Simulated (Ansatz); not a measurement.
Program: Ansatz. Geometries: PBE0-D4/def2-TZVP. ΔE: electronic, gas phase. CBS: MP2 limit from def2 TZ/QZ plus the TZ coupled-cluster correction, frozen cores. DFT in def2-TZVPP. Each species was taken in one conformer, which may not be the lowest.

Consider the redistribution: `O[Si](O)(F)N[SiH2]Cl` + `F[SiH](F)[SiH](Cl)Cl` → `O[SiH](O)N[SiH2]Cl` + `F[Si](F)(F)[SiH](Cl)Cl`.

```csv
level,ΔE (eV)
r2SCAN-D4,0.06
PBE,0.05
r2SCAN,0.06
PBE0,0.08
MP2/def2-TZVPP,0.04
CCSD/def2-TZVPP,0.08
CCSD(T)/def2-TZVPP,0.06
MP2/def2-QZVPP,0.04
```

What does CCSD(T)/CBS give? (An estimate is asked.)

Computed: +0.06 eV. The listed levels differ from it by 0.00, -0.01, 0.00, 0.02, -0.02, 0.02, 0.00, -0.02 eV.

Largest T1 diagnostic among the species: 0.011.

In def2-TZVPP, CCSD(T) changes the Hartree–Fock value by −0.10 eV (the triples alone add −0.02 eV) and MP2 by −0.11 eV.
